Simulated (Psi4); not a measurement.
trisilane (H8Si3), singlet, geometry from GFN2-xTB; REVPBE/cc-pVDZ (Psi4).

Here is a job for Psi4.
```
memory 2 GB

molecule {
0 1
  Si    1.84434748    0.77811444   -0.03231500
  Si    0.16416537   -0.81270586   -0.09228709
  Si   -1.99843538   -0.01529745    0.11893695
  H     3.19901703    0.23312390   -0.14758428
  H     1.70184530    1.75355602   -1.11706786
  H     1.81606434    1.54371778    1.21735150
  H     0.41379658   -1.82450880    0.94977864
  H     0.27643206   -1.59248980   -1.33779706
  H    -2.32028977    0.95246609   -0.93389650
  H    -2.19373438    0.68155636    1.39358787
  H    -3.03421581   -1.04897755    0.05493974
}

set basis cc-pvdz

energy('revpbe')
print_variables()
```

**Question.** Predict the main parts of the log of this Psi4 run.

**Answer.** 
```
   => Loading Basis Set <=

    Name: CC-PVDZ
    Role: ORBITAL
    Keyword: BASIS

         ---------------------------------------------------------
                                   SCF
               by Justin Turney, Rob Parrish, Andy Simmonett
                          and Daniel G. A. Smith
                              RKS Reference
         ---------------------------------------------------------

  ==> Geometry <==

    Molecular point group: c1
    Full point group: C1

    Geometry (in Angstrom), charge = 0, multiplicity = 1:

       Center              X                  Y                   Z               Mass
    ------------   -----------------  -----------------  -----------------  -----------------
         SI           1.842828370732     0.785634849676    -0.031461019677    27.976926534650
         SI           0.162646260732    -0.805185450324    -0.091433109677    27.976926534650
         SI          -1.999954489268    -0.007777040324     0.119790930323    27.976926534650
         H            3.197497920732     0.240644309676    -0.146730299677     1.007825032230
         H            1.700326190732     1.761076429676    -1.116213879677     1.007825032230
         H            1.814545230732     1.551238189676     1.218205480323     1.007825032230
         H            0.412277470732    -1.816988390324     0.950632620323     1.007825032230
         H            0.274912950732    -1.584969390324    -1.336943079677     1.007825032230
         H           -2.321808879268     0.959986499676    -0.933042519677     1.007825032230
         H           -2.195253489268     0.689076769676     1.394441850323     1.007825032230
         H           -3.035734919268    -1.041457140324     0.055793720323     1.007825032230

  Running in c1 symmetry.

  Rotational constants: A =      0.34211  B =      0.06451  C =      0.05731 [cm^-1]
  Rotational constants: A =  10256.21779  B =   1933.89659  C =   1718.06687 [MHz]
  Nuclear repulsion =  193.835707824351545

  Charge       = 0
  Multiplicity = 1
  Electrons    = 50
  Nalpha       = 25
  Nbeta        = 25

  ==> Algorithm <==

  SCF Algorithm Type is DF.
  DIIS enabled.
  MOM disabled.
  Fractional occupation disabled.
  Guess Type is SAD.
  Energy threshold   = 1.00e-06
  Density threshold  = 1.00e-06
  Integral threshold = 1.00e-12

  ==> Primary Basis <==

  Basis Set: CC-PVDZ
    Blend: CC-PVDZ
    Number of shells: 48
    Number of basis functions: 94
    Number of Cartesian functions: 97
    Spherical Harmonics?: true
    Max angular momentum: 2

  ==> DFT Potential <==

   => LibXC <=

    Version 7.1.2
    S. Lehtola, C. Steigemann, M. J. T. Oliveira, and M. A. L. Marques,  SoftwareX 7, 1–5 (2018) (10.1016/j.softx.2017.11.002)

   => Composite Functional: REVPBE <=

    revPBE GGA Exchange-Correlation Functional

    Y. Zhang and W. Yang, Phys. Rev. Lett. 80, 890, 1998

    Deriv               =              1
    GGA                 =           TRUE
    Meta                =          FALSE

    Exchange Hybrid     =          FALSE
    MP2 Hybrid          =          FALSE

   => Exchange Functionals <=

    1.0000   XC_GGA_X_PBE_R

   => Correlation Functionals <=

    1.0000     XC_GGA_C_PBE

   => LibXC Density Thresholds  <==

    XC_GGA_C_PBE:  1.00E-12
    XC_GGA_X_PBE_R:  1.00E-15

   => Molecular Quadrature <=

    Radial Scheme          =       TREUTLER
    Pruning Scheme         =           NONE
    Nuclear Scheme         =       TREUTLER

    Blocking Scheme        =         OCTREE
    BS radius alpha        =              1
    Pruning alpha          =              1
    Radial Points          =             75
    Spherical Points       =            302
    Total Points           =         236644
    Total Blocks           =           1807
    Max Points             =            256
    Max Functions          =             94
    Weights Tolerance      =       1.00E-15

   => Loading Basis Set <=

    Name: (CC-PVDZ AUX)
    Role: JKFIT
    Keyword: DF_BASIS_SCF

  ==> Integral Setup <==

  SCF_SUBTYPE=INCORE selected. In-core MEM_DF algorithm will be used.
  Using in-core AOs.

  ==> MemDFJK: Density-Fitted J/K Matrices <==

    J tasked:                   Yes
    K tasked:                    No
    wK tasked:                   No
    Algorithm:                 Core
    Schwarz Cutoff:           1E-12
    Mask sparsity (%):       1.7429
    Fitting Condition:        1E-10

   => Auxiliary Basis Set <=

  Basis Set: (CC-PVDZ AUX)
    Blend: CC-PVDZ-JKFIT
    Number of shells: 180
    Number of basis functions: 520
    Number of Cartesian functions: 590
    Spherical Harmonics?: true
    Max angular momentum: 3

  Minimum eigenvalue in the overlap matrix is 5.6651682044E-03.
  Reciprocal condition number of the overlap matrix is 1.2984534077E-03.
    Using symmetric orthogonalization.

  ==> Pre-Iterations <==

  SCF Guess: Superposition of Atomic Densities via on-the-fly atomic UHF (no occupation information).

   -------------------------
    Irrep   Nso     Nmo
   -------------------------
     A         94      94
   -------------------------
    Total      94      94
   -------------------------

  ==> Iterations <==

                           Total Energy        Delta E     RMS |[F,P]|

   @DF-RKS iter SAD:  -872.64047279808244   -8.72640e+02   0.00000e+00
   @DF-RKS iter   1:  -872.96474091872267   -3.24268e-01   3.53393e-03 ADIIS/DIIS
   @DF-RKS iter   2:  -873.01473039451412   -4.99895e-02   2.75117e-03 ADIIS/DIIS
   @DF-RKS iter   3:  -873.06765398691357   -5.29236e-02   6.66047e-04 ADIIS/DIIS
   @DF-RKS iter   4:  -873.07107870753237   -3.42472e-03   1.07726e-04 ADIIS/DIIS
   @DF-RKS iter   5:  -873.07116850742500   -8.97999e-05   1.82835e-05 DIIS
   @DF-RKS iter   6:  -873.07117092122462   -2.41380e-06   3.38452e-06 DIIS
   @DF-RKS iter   7:  -873.07117100906362   -8.78390e-08   3.17101e-07 DIIS
  Energy and wave function converged.

  ==> Post-Iterations <==

   Electrons on quadrature grid:
      Ntotal   =   49.9999737224 ; deviation = -2.628e-05

    Orbital Energies [Eh]
    ---------------------

    Doubly Occupied:

[...]
      25A     -0.264620

    Virtual:

[...]
    Final Occupation by Irrep:
              A
    DOCC [    25 ]
    NA   [    25 ]
    NB   [    25 ]

  @DF-RKS Final Energy:  -873.07117100906362

   => Energetics <=

    Nuclear Repulsion Energy =            193.8357078243515446
    One-Electron Energy =               -1594.5821342876151903
    Two-Electron Energy =                 593.2133585079106979
    DFT Exchange-Correlation Energy =     -65.5381030537107989
    Empirical Dispersion Energy =           0.0000000000000000
    VV10 Nonlocal Energy =                  0.0000000000000000
    Total Energy =                       -873.0711710090636188

Computation Completed

Properties will be evaluated at   0.000000,   0.000000,   0.000000 [a0]

Properties computed using the SCF density matrix

 Multipole Moments:

 ------------------------------------------------------------------------------------
     Multipole            Electronic (a.u.)      Nuclear  (a.u.)        Total (a.u.)
 ------------------------------------------------------------------------------------

 L = 1.  Multiply by 2.5417464519 to convert [e a0] to [Debye]
 Dipole X            :          0.1519057           -0.1435352            0.0083706
 Dipole Y            :         -0.7520141            0.7105754           -0.0414387
 Dipole Z            :         -0.0853952            0.0806896           -0.0047056
 Magnitude           :                                                    0.0425368

 ------------------------------------------------------------------------------------

  Variable Map:
  ----------------------------------------------------------------------------
[...]
  Array Variable Map:
  ----------------------------------------------------------------------------
[...]
[...]
```
